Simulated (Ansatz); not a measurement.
Cost and result for the atomization energy of C2H6ClFGe (`C[C](F)(Cl)[GeH3]`) (11 atoms, 10 bonds).

```
atom    x (Å)    y (Å)    z (Å)
  C1  -1.2125  -0.4909  -0.6405
  C2   0.0760  -0.6463   0.1183
  F3  -0.1829  -1.3104   1.2945
 Cl4   1.2111  -1.6658  -0.8272
 Ge5   1.0150   1.0591   0.5543
  H6  -1.0376   0.0134  -1.5910
  H7  -1.9135   0.1005  -0.0467
  H8  -1.6510  -1.4720  -0.8351
  H9   1.3459   1.7723  -0.7630
 H10   0.0631   1.9206   1.4004
 H11   2.2865   0.7195   1.3360
```

Charge 0, multiplicity 1. Correlated methods include outer-core shells of Ge, which these sets cover unevenly. Scalar relativity is left out up to krypton. All single points use the PBE0-D4/def2-TZVP geometry. Program: Ansatz. Hardware: A = 2 threads of an AMD EPYC 7R13 on a shared host; B = 2 threads of an AMD EPYC 7R13 on a shared host and a share of an NVIDIA H100 80 GB. Times are those of one run each, without the atoms' runs, and a repeat can differ threefold. Electronic energies, without spin–orbit coupling; frozen cores. CCSD(T)/CBS adds CCSD(T) − MP2 in def2-TZVPP to the MP2 limit, and its time is that of the two runs behind it. T1 = 0.011. With those shells the extrapolation isn't a true limit. B3LYP takes the VWN-RPA correlation (the form of Gaussian; ORCA's B3LYP/G).

CCSD(T)/CBS is a level of theory with its own doubt, some kJ/mol a heavy atom from the limit and from the frozen cores, so smaller differences don't rank the functionals.

```tsv
level	functions	wall time
PBE-D4/def2-TZVPP (with forces) [A]	267	5.5 s
MP2/def2-QZVPP [B]	510	6 s
PBE0-D4/def2-TZVPP [A]	267	7.5 s
CCSD(T)/def2-TZVPP [B]	267	9.5 s
r2SCAN-D4/def2-TZVPP (with forces) [A]	267	9.5 s
B3LYP-D4/def2-TZVPP (with forces) [A]	267	10 s
ωB97X-V/def2-TZVPP [A]	267	15 s
CCSD(T)/CBS(def2)	–	16 s
B2PLYP/def2-TZVPP [A]	267	17 s
ωB97M-V/def2-TZVPP (with forces) [A]	267	29 s
```

Question: What atomization energy does each give, and how far from CCSD(T)/CBS? (An estimate is asked.)

Answer: The calculation gave: 
```csv
level,atomization (kJ/mol),difference from CCSD(T)/CBS,per bond
PBE-D4/def2-TZVPP (with forces) [A],3739.5,58.0,5.8
MP2/def2-QZVPP [B],3692.6,11.1,1.1
PBE0-D4/def2-TZVPP [A],3676.4,-5.1,-0.5
CCSD(T)/def2-TZVPP [B],3595.8,-85.7,-8.6
r2SCAN-D4/def2-TZVPP (with forces) [A],3690.3,8.8,0.9
B3LYP-D4/def2-TZVPP (with forces) [A],3652.3,-29.2,-2.9
ωB97X-V/def2-TZVPP [A],3690.5,9.0,0.9
CCSD(T)/CBS(def2),3681.5,0.0,0.0
B2PLYP/def2-TZVPP [A],3618.7,-62.8,-6.3
ωB97M-V/def2-TZVPP (with forces) [A],3674.0,-7.5,-0.7
```

In def2-TZVPP, CCSD(T) changes the Hartree–Fock value by +946.7 kJ/mol (the triples alone add +58.2 kJ/mol) and MP2 by +993.7 kJ/mol; breaking electron pairs costs correlation energy, which Hartree–Fock lacks. From PBE to PBE0 (25 % exact exchange), in def2-TZVPP and without D4, the atomization energy moves by −59.2 kJ/mol: exact exchange takes away binding that semilocal exchange gives to molecules. The D4 term adds +40.5 kJ/mol with B3LYP and +21.1 kJ/mol with PBE0; it sums over pairs of atoms, weighted by their polarisabilities, and B3LYP, whose exchange is more repulsive, gets the larger term.
